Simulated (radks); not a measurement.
Task: Hg3+, configuration [Xe] 4f14 5d8 6p1 (not the ground configuration). Method: scalar-relativistic Kohn-Sham, PBE, spin-polarised, spherical densities, finite nucleus; open shells are filled with parallel spins first (spin-orbit coupling, left out, can overturn this in heavy ions); Fermi nuclear charge, rms radius 5.4648 fm; computed with a radial shooting solver on a logarithmic mesh with Libxc functionals. Some entries of the table are withheld. Estimate them.

orbital  occ.  eigenvalue (hartree)  r(max) (bohr)
1s up       1             -3056.676        0.01023
1s down     1             -3056.675        0.01023
2s up       1             -543.0188        0.05915
2s down     1             -543.0119        0.05915
2p up       3             -468.6311        0.04906
2p down     3             -468.6252        0.04906
3s up       1             -130.0001         0.1668
3s down     1             -129.9971         0.1668
3p up       3             -108.4956         0.1664
3p down     3             -108.4922         0.1664
3d up       5             -85.82714         0.1355
3d down     5             -85.82184         0.1355
4s up       1             -29.74510         0.3757
4s down     1             -29.73798         0.3757
4p up       3             -22.69092         0.3958
4p down     3             -22.68422         0.3958
4d up       5             -14.30849         0.4027
4d down     5             -14.30071         0.4028
5s up       1              -5.82866         0.8274
5s down     1              -5.78375         0.8260
4f up       7              -5.01582         0.3665
4f down     7              -5.00525         0.3665
5p up       3              -3.91898            (1)
5p down     3              -3.86442            (2)
5d up       5              -1.75589          1.136
5d down     3              -1.69054          1.132
6p up       1              -0.97991            (3)
6p down     0              -0.92234            (4)

Result: 
(1) 5p up r(max) (bohr): 0.9262
(2) 5p down r(max) (bohr): 0.9242
(3) 6p up r(max) (bohr): 2.375
(4) 6p down r(max) (bohr): 2.393
